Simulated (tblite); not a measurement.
Run record: tight-binding relaxation, `FC(F)(F)C[C@@H]1CC[Se]1`.

Computed with GFN2-xTB geometry optimisation, gas phase (tblite 0.8.0). Start geometry: from a force field or distance geometry. A driver script takes a list of jobs; this job's settings line and coordinates (Å) are shown.

Command:
```bash
OMP_NUM_THREADS=1 python probes_run.py task.json out
```

Input:
```
{"job": {"kind": "relax", "xc": "GFN2-xTB", "basis": "xTB"}, "charge": 0, "multiplicity": 1}
F      2.717900    -0.574800     0.769100
C      2.128200    -0.216200    -0.447800
F      1.683200    -1.364500    -1.068700
F      3.095300     0.379500    -1.242400
C      0.986000     0.768700    -0.202400
C     -0.123300     0.196900     0.689700
C     -1.083100    -0.749600    -0.021200
C     -2.327800     0.095600     0.178300
Se    -1.449700     1.549900     1.106800
H      0.558600     1.082200    -1.184600
H      1.402600     1.675700     0.276100
H      0.279600    -0.242800     1.634100
H     -0.864400    -0.892200    -1.086900
H     -1.157600    -1.726500     0.511400
H     -3.085800    -0.402300     0.825400
H     -2.767200     0.429500    -0.780500
```

Output:
```
step      E/eV     max force
  0    -860.75273    2.036
  1    -860.96242    1.094
  2    -861.03917    0.562
  3    -861.05111    0.270
  4    -861.06132    0.272
  5    -861.06783    0.358
  6    -861.07477    0.261
  7    -861.07761    0.119
  8    -861.07916    0.094
  9    -861.08015    0.081
... (91 lines left out)
101    -861.10389    0.043
102    -861.10420    0.046
103    -861.10458    0.047
104    -861.10489    0.060
105    -861.10528    0.047
106    -861.10548    0.023
107    -861.10558    0.015
108    -861.10561    0.015
109    -861.10565    0.014
110    -861.10568    0.010
```

«max force» is the largest atomic force in eV/Å.

Q: From which step on does the largest force stay under 0.1 eV/Å, and how much energy is left to gain from there?

A: From step 78 (0.073 eV/Å), 9.7 meV above the end.

Summary of the converged run: energy lowered by 8.1 kcal/mol over 110 steps; largest atomic force 0.010 eV/Å at the end.

Hardware: one thread, Arm Neoverse V2, no GPU, on a shared host.
Labels such as C1 count atoms from 1, the log's own numbers from 0.
